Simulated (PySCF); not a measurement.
## Xe⁵²⁺: ionisation energy

Xe⁵²⁺ 1s2 (1S) → Xe⁵³⁺ 1s1 (2S), as a difference of total energies. Calculation: PySCF 2.14, in an even-tempered Gaussian basis (15 s from 110 bohr⁻², ratio 2.2; 7 p from 170 bohr⁻², ratio 2.4; 4 d from 520 bohr⁻², ratio 2.4; 3 f from 780 bohr⁻², ratio 2.4; 3 g from 1200 bohr⁻², ratio 2.4); the non-relativistic Hamiltonian (point nucleus). Correlated levels: nothing frozen; virtual orbitals above 40 to 60 times the deepest correlated orbital energy dropped. The calculations carry no spin-orbit coupling.

```json
{"method": "UHF", "ionisation energy (eV)": "38758.8"}
{"method": "MP2 (all electrons)", "ionisation energy (eV)": "38760.1"}
{"method": "SCS-MP2 (all electrons)", "ionisation energy (eV)": "38760.3"}
{"method": "CCSD (all electrons)", "ionisation energy (eV)": "38760.1"}
```

The gap to the reference is mostly relativistic.

With two correlated electrons CCSD is exact in that space.

For comparison: 40271.7 eV (theoretical estimate listed by NIST; NIST Atomic Spectra Database, ionization energies).
